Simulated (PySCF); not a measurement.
A calculated (UHF, PySCF 2.14, ANO-RCC-VTZP, scalar relativity by spin-free X2C-1e) atom or ion has these occupied shells.

```json
{"shell": "1s α", "electrons": "1", "orbital energy (eV)": "-83555.3", "rms radius, mean of both spins (bohr)": "0.0187"}
{"shell": "1s β", "electrons": "1", "orbital energy (eV)": "-83555.3", "rms radius, mean of both spins (bohr)": "0.0187"}
{"shell": "2s β", "electrons": "1", "orbital energy (eV)": "-14971.3", "rms radius, mean of both spins (bohr)": "0.0755"}
{"shell": "2s α", "electrons": "1", "orbital energy (eV)": "-14971.3", "rms radius, mean of both spins (bohr)": "0.0755"}
{"shell": "2p α", "electrons": "3", "orbital energy (eV)": "-12969.0", "rms radius, mean of both spins (bohr)": "0.0694"}
{"shell": "2p β", "electrons": "3", "orbital energy (eV)": "-12969.0", "rms radius, mean of both spins (bohr)": "0.0694"}
{"shell": "3s α", "electrons": "1", "orbital energy (eV)": "-3631.0", "rms radius, mean of both spins (bohr)": "0.193"}
{"shell": "3s β", "electrons": "1", "orbital energy (eV)": "-3631.0", "rms radius, mean of both spins (bohr)": "0.193"}
{"shell": "3p α", "electrons": "3", "orbital energy (eV)": "-3040.5", "rms radius, mean of both spins (bohr)": "0.195"}
{"shell": "3p β", "electrons": "3", "orbital energy (eV)": "-3040.4", "rms radius, mean of both spins (bohr)": "0.195"}
{"shell": "3d β", "electrons": "5", "orbital energy (eV)": "-2388.9", "rms radius, mean of both spins (bohr)": "0.179"}
{"shell": "3d α", "electrons": "5", "orbital energy (eV)": "-2388.9", "rms radius, mean of both spins (bohr)": "0.179"}
{"shell": "4s α", "electrons": "1", "orbital energy (eV)": "-844.49", "rms radius, mean of both spins (bohr)": "0.424"}
{"shell": "4s β", "electrons": "1", "orbital energy (eV)": "-844.47", "rms radius, mean of both spins (bohr)": "0.424"}
{"shell": "4p α", "electrons": "3", "orbital energy (eV)": "-646.71", "rms radius, mean of both spins (bohr)": "0.452"}
{"shell": "4p β", "electrons": "3", "orbital energy (eV)": "-646.69", "rms radius, mean of both spins (bohr)": "0.452"}
{"shell": "4d α", "electrons": "5", "orbital energy (eV)": "-401.54", "rms radius, mean of both spins (bohr)": "0.481"}
{"shell": "4d β", "electrons": "5", "orbital energy (eV)": "-401.54", "rms radius, mean of both spins (bohr)": "0.481"}
{"shell": "5s α", "electrons": "1", "orbital energy (eV)": "-149.60", "rms radius, mean of both spins (bohr)": "0.972"}
{"shell": "5s β", "electrons": "1", "orbital energy (eV)": "-149.57", "rms radius, mean of both spins (bohr)": "0.972"}
{"shell": "4f α", "electrons": "7", "orbital energy (eV)": "-130.41", "rms radius, mean of both spins (bohr)": "0.527"}
{"shell": "4f β", "electrons": "7", "orbital energy (eV)": "-130.40", "rms radius, mean of both spins (bohr)": "0.527"}
{"shell": "5p α", "electrons": "3", "orbital energy (eV)": "-94.008", "rms radius, mean of both spins (bohr)": "1.11"}
{"shell": "5p β", "electrons": "3", "orbital energy (eV)": "-94.007", "rms radius, mean of both spins (bohr)": "1.11"}
{"shell": "5d α", "electrons": "5", "orbital energy (eV)": "-27.366", "rms radius, mean of both spins (bohr)": "1.56"}
{"shell": "5d β", "electrons": "5", "orbital energy (eV)": "-27.283", "rms radius, mean of both spins (bohr)": "1.56"}
{"shell": "6p α", "electrons": "1", "orbital energy (eV)": "-10.654", "rms radius, mean of both spins (bohr)": "3.93"}
```

Task: Name the element and its charge.

Result: Hg+ (mercury, charge +1), in [Xe] 4f14 5d10 6p1, 2P determinant (an excited configuration).
